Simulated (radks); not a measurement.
Spherical quantum dot in the effective-mass picture: electrons in a hard-walled sphere of radius 4.78, with a point charge +1 (a donor) at the centre, all in effective atomic units (hartree* = m*/eps^2 hartree, bohr* = eps/m* bohr), one dielectric constant everywhere. Method: non-relativistic Kohn-Sham, r2SCAN, spin-polarised, spherical densities, generalised Kohn-Sham scheme; computed with a radial shooting solver with Libxc functionals. Levels are named by radial order and angular momentum (1s, 1p, 1d, 2s, ...), and open shells are averaged over m. Results are scaled to m* = 0.068 and eps = 16.1, for which hartree* = 7.139 meV and bohr* = 12.53 nm.

N = 23, configuration 1s2 1p6 1d10 2s(up 1, down 0) 1f(up 4, down 0). This is the lowest configuration that the search found. Occupied levels:

level,occupation,eigenvalue (meV),<r> (nm)
1s up,1,41.865,40.07
1s down,1,42.214,40.72
1p up,3,42.741,42.83
1p down,3,43.064,42.52
1d up,5,44.147,43.98
1d down,5,44.517,43.76
2s up,1,45.523,19.92
1f up,4,46.096,44.93

Energy (meV): total 526.557, kinetic 132.52, external -54.896, Hartree 508.57, exchange-correlation -59.631.

Electron density:

r (nm),n(r) (e/nm^3)
1.74,0.0001546
4.72,0.00009535
7.70,0.00005891
10.7,0.00003683
13.7,0.00002377
16.6,0.00001650
19.6,0.00001304
22.6,0.00001238
25.6,0.00001408
28.6,0.00001807
31.5,0.00002387
34.5,0.00003107
37.5,0.00003871
40.5,0.00004505
43.4,0.00004792
46.4,0.00004530
49.4,0.00003627
52.4,0.00002271
55.4,9.220e-06
58.3,1.109e-06
